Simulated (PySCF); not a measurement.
PySCF 2.14 output of a UHF calculation on a single atom or ion in cc-pVDZ-PP with ECP28MDF, with a scalar-relativistic core potential:

```
SCF conv_tol = 1e-09
number electrons alpha = 13  beta = 12
cycle= 1 E= -294.652492435574  delta_E= -0.00261  |g|= 0.0165  |ddm|= 0.0637
cycle= 2 E= -294.652733844992  delta_E= -0.000241  |g|= 0.00514  |ddm|= 0.0215
cycle= 3 E= -294.65276098777  delta_E= -2.71e-05  |g|= 0.000361  |ddm|= 0.0127
cycle= 4 E= -294.652761199458  delta_E= -2.12e-07  |g|= 8.2e-05  |ddm|= 0.003
cycle= 5 E= -294.652761209235  delta_E= -9.78e-09  |g|= 2.62e-05  |ddm|= 0.0006
cycle= 6 E= -294.65276121032  delta_E= -1.08e-09  |g|= 4.34e-06  |ddm|= 0.000226
cycle= 7 E= -294.652761210349  delta_E= -2.97e-11  |g|= 1.89e-07  |ddm|= 4.11e-05
converged SCF energy = -294.652761210349  <S^2> = 0.75575979  2S+1 = 2.0057515
```

The run itself started from symmetry-adapted Hartree-Fock orbitals and held the occupation by maximum overlap, so the iterations belong to that start.

Which element, charge and spin multiplicity is this?

I (iodine, neutral), multiplicity 2; the state was [Kr] 4d10 5s2 5p5, 2P determinant.

Energies and moments cover only the electrons outside the core potential.
